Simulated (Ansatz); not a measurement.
Relaxation of CH₄ClIn (7 atoms, charge 0, multiplicity 1), to a largest force component of 0.015 eV/Å in at most 40 steps.

Method: RKS B3LYP/def2-SVP (Ansatz).

```xyz
7
Properties=species:S:1:pos:R:3
C -0.972 0.439 -0.310
In 1.071 -0.306 0.132
Cl 2.119 -1.376 -1.614
H -1.168 0.471 -1.378
H -1.640 -0.266 0.181
H -1.101 1.431 0.118
H 2.030 -0.232 1.579
```

Q: Where does it end, and by what steps?

A: The run converged. After 6 steps the energy has fallen by 0.086 eV; H4 moved furthest, 0.09 Å.

| step | energy less start (eV) | largest force component (eV/Å) | accepted |
| --- | --- | --- | --- |
| 0 | 0.0000 | 0.983 | yes |
| 1 | -0.0648 | 0.267 | yes |
| 2 | -0.0846 | 0.119 | yes |
| 3 | -0.0857 | 0.043 | yes |
| 4 | -0.0861 | 0.020 | yes |
| 5 | -0.0861 | 0.017 | yes |
| 6 | -0.0862 | 0.002 | yes |

```xyz
7
Properties=species:S:1:pos:R:3
C -0.959 0.428 -0.290
In 1.038 -0.270 0.184
Cl 2.095 -1.378 -1.657
H -1.090 0.436 -1.380
H -1.692 -0.258 0.161
H -1.118 1.436 0.118
H 2.063 -0.232 1.573
```

Whether the end is a true minimum wasn't checked by a vibrational analysis.

The run took 29 s on 1 thread of Arm Neoverse V1, on a shared host, peak memory 0.16 GiB.
